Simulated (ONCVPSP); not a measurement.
## W: one change to an ONCV potential, before and after

ONCVPSP 4.0.1 input, shortened (lines: element, Z, core and valence counts, functional; n l f; lmax; l rc ep ncon nbas qcut; lloc lpopt rc5 dvloc0; l nproj debl; icmod fcfact rcfact), LDA (Perdew-Wang 92), scalar-relativistic:

```
  W 74.00   10    5  -001012      upf
    1    0    2.00
    2    0    2.00
    2    1    6.00
    3    0    2.00
    3    1    6.00
    3    2   10.00
    4    0    2.00
    4    1    6.00
    4    2   10.00
    4    3   14.00
    5    0    2.00
    5    1    6.00
    5    2    4.00
    6    0    1.00
    6    1    1.00
    2
    0    1.95    0.00    4    7    7.70
    1    1.65    0.00    3    7    9.70
    2    1.85    0.00    3    6    4.60
    4    2    1.05    0.00
    0    2    2.20
    1    2    1.50
    2    3    1.60
    0    0.00    0.00
```

All-electron outer shells of the reference configuration (LDA (PZ), scalar-relativistic, ld1.x):

```json
{"shell": "4d", "level (eV)": "-239.86", "outermost node (bohr)": "0.22", "outermost maximum (bohr)": "0.45"}
{"shell": "5s", "level (eV)": "-80.90", "outermost node (bohr)": "0.53", "outermost maximum (bohr)": "0.96"}
{"shell": "5p", "level (eV)": "-44.99", "outermost node (bohr)": "0.57", "outermost maximum (bohr)": "1.09"}
{"shell": "4f", "level (eV)": "-35.07", "outermost node (bohr)": "–", "outermost maximum (bohr)": "0.43"}
{"shell": "6s", "level (eV)": "-6.98", "outermost node (bohr)": "1.28", "outermost maximum (bohr)": "2.61"}
{"shell": "5d", "level (eV)": "-6.10", "outermost node (bohr)": "0.63", "outermost maximum (bohr)": "1.49"}
{"shell": "6p", "level (eV)": "-2.26", "outermost node (bohr)": "1.53", "outermost maximum (bohr)": "3.61"}
```

Change: d: rc 1.65, qcut 5.2, nproj 0; local potential the d channel.

Cutoffs: the cutoffs (Ha) at which the residual kinetic energy of the hardest occupied pseudo-wave falls to 1 and 0.1 mHa per electron; they do not see the model core or the augmentation charge, which bear on the density cutoff. Errors are all-electron minus pseudo energies relative to the spin-unpolarised reference configuration.

Task: How do hardness, ghosts and transferability respond?

Result: The potential gets neither clearly harder nor softer (29 Ha and 40 Ha → 29 Ha and 37 Ha); the p channel sets the loose cutoff, while the largest relative change is in d, which becomes softer; the errors of the 4 common tests hardly move; neither file shows a bound ghost.

```tsv
quantity	base	changed
cutoff, loose	29 Ha	29 Ha
cutoff, tight	40 Ha	37 Ha
loose cutoff by channel	s 17 Ha, p 29 Ha, d 21 Ha	s 17 Ha, p 29 Ha, d 14 Ha
bound ghosts	none	none
GHOST(+) flags under 300 eV	d at 192.0 eV	none
error for 5s2 5p6 5d4 6s2 6p0, meV [ΔE -4.57 eV]	+1.2	+1.2
error for 5s2 5p6 5d4 6s1 6p0, meV [ΔE 4.55 eV]	-1.7	-1.7
error for 5s2 5p6 5d4 6s0 6p0, meV [ΔE 20.57 eV]	-5.5	-5.6
error for 5s2 5p6 5d4 6s0 6p1, meV [ΔE 10.11 eV]	-2.7	-2.8
s: phases at 1.98 bohr within 0.05 rad from the reference energy up to (Ha; the scan ends near 5)	to the end of the scan	4.3
p: phases at 1.67 bohr within 0.05 rad from the reference energy up to (Ha; the scan ends near 5)	to the end of the scan	to the end of the scan
```
